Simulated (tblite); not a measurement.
Task: What does the GFN2-xTB structure of `CCPCN(C)C` look like in three dimensions?

Result: 
```
atom  x, y, z in Å
C1     3.414    0.181   -0.510
C2     2.202   -0.227    0.318
P3     0.625   -0.022   -0.652
C4    -0.530   -0.081    0.857
N5    -1.938   -0.093    0.583
C6    -2.346   -1.296   -0.107
C7    -2.359    1.093   -0.128
H8     3.461   -0.399   -1.429
H9     3.355    1.234   -0.777
H10    4.332    0.017    0.052
H11    2.151    0.360    1.239
H12    2.278   -1.283    0.594
H13    0.708    1.378   -0.710
H14   -0.301    0.774    1.501
H15   -0.273   -0.999    1.398
H16   -2.105   -2.162    0.508
H17   -3.422   -1.270   -0.269
H18   -1.842   -1.402   -1.081
H19   -1.904    1.156   -1.130
H20   -3.443    1.082   -0.235
H21   -2.073    1.974    0.444
```

Orientation and origin are arbitrary. Atoms count from 1 in this order. The 2 C–P bonds span 1.863 Å (C2–P3, drawn single) to 1.901 Å (P3–C4, drawn single), a spread of 0.038 Å. Of the pairs four or more bonds apart, P3···H19 is among the closest relative to their van der Waals radii: 2.83 Å, 94 % of the sum of Bondi's values. P3 (phosphine phosphorus) is pyramidal (angles 95.7°, 95.6° and 94.7°, sum 286.0°, 0.87 Å off the plane of its three neighbours). N5 (tertiary amine nitrogen) is pyramidal (angles 112.0°, 111.9° and 111.5°, sum 335.4°, 0.42 Å off the plane of its three neighbours).

Bonds between heavy atoms (Å): C1–C2 1.522, C2–P3 1.863, P3–C4 1.901, C4–N5 1.435, N5–C6 1.446, N5–C7 1.446.

Structure optimised with GFN2-xTB, isolated species.

Point group: C1 (no symmetry element, even within 0.4 Å). Its GFN2-xTB frequencies are all real (lowest 48 cm⁻¹). The numbers are those of one conformer (C1–C2–P3–C4 -163°, C2–P3–C4–N5 -174°, P3–C4–N5–C6 65°). 3 starts were optimised and ended at 0.00, 1.83 and 2.66 kcal/mol (GFN2-xTB); the lowest of these is shown.

The run took 0.77 s on Arm Neoverse V2, one thread, shared host with 32 logical CPUs at a one-minute load of 25. That covers the optimisation of the geometry.

These are computed values.
